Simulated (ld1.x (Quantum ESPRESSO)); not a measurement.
What one change does to a pseudopotential (oxygen, TM)

```json
{
  "Element": "oxygen",
  "Generator": "ld1.x (Quantum ESPRESSO) 7.5",
  "Type": "norm-conserving Troullier–Martins (Kleinman–Bylander form)",
  "Functional": "revPBE",
  "Relativity": "non-relativistic",
  "Frozen core": "[He]",
  "Valence charge": "6",
  "Reference configuration": "2s2 2p4",
  "Partial waves": "2s (bound): rc 0.65 bohr; 2p (bound): rc 1.75 bohr",
  "Local potential": "all-electron potential smoothed inside 1.00 bohr (lloc = -2)",
  "Core correction": "Bessel-smoothed model core inside 0.50 bohr"
}
```

All-electron outer shells of the reference configuration (revPBE, non-relativistic, ld1.x):

| shell | level (eV) | outermost node (bohr) | outermost maximum (bohr) |
| --- | --- | --- | --- |
| 2s | -23.95 | 0.28 | 0.87 |
| 2p | -8.98 | – | 0.83 |

Change: wave 2s (bound): rc 0.65 bohr becomes 2s (bound): rc 0.76 bohr.

Cutoffs: the cutoffs (Ry, on a coarse ladder) from which the occupation-weighted sum of valence levels, in a spherical-Bessel basis at the reference potential, stays within 10 and 1 mRy of its value at 400 Ry; they do not see the model core or the augmentation charge, which bear on the density cutoff. Errors are all-electron minus pseudo energies relative to the spin-unpolarised reference configuration.

Task: How do hardness, ghosts and transferability respond?

Result: The potential gets softer (140 Ry and 300 Ry → 80 Ry and 200 Ry); the errors of the 7 common tests hardly move; neither file shows a bound ghost. A larger radius leaves more room for a smooth pseudo-wave, so fewer plane waves are needed.

| quantity | base | changed |
| --- | --- | --- |
| cutoff, loose | 140 Ry | 80 Ry |
| cutoff, tight | 300 Ry | 200 Ry |
| bound ghosts | none | none |
| error for 2s2 2p3, meV [ΔE 16.38 eV] | +34 | +33 |
| error for 2s2 2p2, meV [ΔE 49.91 eV] | +325 | +323 |
| error for 2s2 2p1, meV [ΔE 103.70 eV] | +1372 | +1367 |
| error for 2s2 2p3.5, meV [ΔE 6.26 eV] | +4.5 | +4.5 |
| error for 2s2 2p0, meV [ΔE 180.47 eV] | +3973 | +3961 |
| error for 2s1 2p4, meV [ΔE 31.65 eV] | -90 | -89 |
| error for 2s2 2p4.3, meV [ΔE -2.11 eV] | +0.3 | +0.3 |
| s: phases at 1.90 bohr within 0.05 rad from the reference energy up to (Ry; the scan ends near 5) | to the end of the scan | to the end of the scan |
| p: phases at 1.90 bohr within 0.05 rad from the reference energy up to (Ry; the scan ends near 5) | 2.3 | 2.3 |
